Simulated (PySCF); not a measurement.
Molfile (atoms numbered from 1):
```
C6H13NP
     RDKit          3D

 21 21  0  0  0  0  0  0  0  0999 V2000
    2.2584   -1.3115    0.4094 C   0  0  0  0  0  0  0  0  0  0  0  0
    1.0516   -0.6673    0.9168 N   0  0  0  0  0  0  0  0  0  0  0  0
    0.1105    0.3469    0.0134 P   0  0  0  0  0  0  0  0  0  0  0  0
    1.1394    1.6491   -0.6580 C   0  0  0  0  0  0  0  0  0  0  0  0
   -1.2600    0.8919    1.0716 C   0  0  0  0  0  0  0  0  0  0  0  0
   -2.3871   -0.0015    0.6181 C   0  0  0  0  0  0  0  0  0  0  0  0
   -2.2143   -0.6736   -0.5268 C   0  0  0  0  0  0  0  0  0  0  0  0
   -0.9144   -0.4658   -1.2610 C   0  0  0  0  0  0  0  0  0  0  0  0
    2.9101   -0.5717   -0.0755 H   0  0  0  0  0  0  0  0  0  0  0  0
    2.0526   -2.1278   -0.3026 H   0  0  0  0  0  0  0  0  0  0  0  0
    2.8192   -1.7233    1.2584 H   0  0  0  0  0  0  0  0  0  0  0  0
    0.5349   -1.2131    1.6030 H   0  0  0  0  0  0  0  0  0  0  0  0
    0.5023    2.3731   -1.1861 H   0  0  0  0  0  0  0  0  0  0  0  0
    1.6740    2.1504    0.1616 H   0  0  0  0  0  0  0  0  0  0  0  0
    1.8659    1.2364   -1.3728 H   0  0  0  0  0  0  0  0  0  0  0  0
   -1.4723    1.9622    0.8989 H   0  0  0  0  0  0  0  0  0  0  0  0
   -0.9932    0.7889    2.1358 H   0  0  0  0  0  0  0  0  0  0  0  0
   -3.3017   -0.0644    1.2128 H   0  0  0  0  0  0  0  0  0  0  0  0
   -2.9759   -1.3376   -0.9430 H   0  0  0  0  0  0  0  0  0  0  0  0
   -0.4474   -1.4005   -1.6111 H   0  0  0  0  0  0  0  0  0  0  0  0
   -1.0321    0.1871   -2.1443 H   0  0  0  0  0  0  0  0  0  0  0  0
  1  2  1  0
  2  3  1  0
  3  4  1  0
  3  5  1  0
  5  6  1  0
  6  7  2  0
  7  8  1  0
  8  3  1  0
  1  9  1  0
  1 10  1  0
  1 11  1  0
  2 12  1  0
  4 13  1  0
  4 14  1  0
  4 15  1  0
  5 16  1  0
  5 17  1  0
  6 18  1  0
  7 19  1  0
  8 20  1  0
  8 21  1  0
M  CHG  1   3   1
M  END
```

Geometry: PBE0-D3(BJ)/def2-SVP; GIAO shifts from PySCF, gas phase, non-relativistic, averaged over equivalent atoms.

At PBE0/pcSseg-1 (208 basis functions, 35 s wall time on 1 thread of an Intel Xeon Platinum 8488C, shared host):
```csv
atoms,δ (ppm)
C6/C7,136.2
C5/C8,32.8
C1,28.2
C4,7.4
N2,35.0
P3,58.5
H18/H19,6.43
H17/H20,2.94
H16/H21,2.88
H9/H10/H11,2.86
H13/H14/H15,2.16
H12,1.49
```

References, each an isolated molecule treated in the same way: 13C (σref 184.41), 1H (σref 31.27) against TMS; NH3 for 15N (σref 265.67); 31P (σref 310.13) against H3PO4.

**Question.** Predict the values at KT2/pcSseg-1 on the same geometry.

**Answer.** 
```tsv
atoms	δ at KT2/pcSseg-1	change
C6/C7	126.7	-9.5
C5/C8	33.9	+1.1
C1	29.8	+1.6
C4	7.7	+0.3
N2	41.2	+6.2
P3	54.8	-3.7
H18/H19	6.28	-0.15
H17/H20	3.02	+0.08
H16/H21	2.97	+0.09
H9/H10/H11	2.94	+0.08
H13/H14/H15	2.17	+0.01
H12	1.57	+0.08
```

Referencing at the same level of theory: 13C (σref 183.22), 1H (σref 31.18) against TMS; 15N (σref 264.30) vs NH3; 31P (σref 325.43) vs H3PO4.

The largest change is at C6/C7 (alkene CH). Cost: 208 basis functions, 50 s wall time on 1 thread of an Intel Xeon Platinum 8488C, shared host. The order of the carbon signals is the same at both levels.

Experimental scales use liquid or dissolved standards, which lie at an offset from isolated NH3 (liquid NH3: subtract about 20 ppm) and H3PO4.
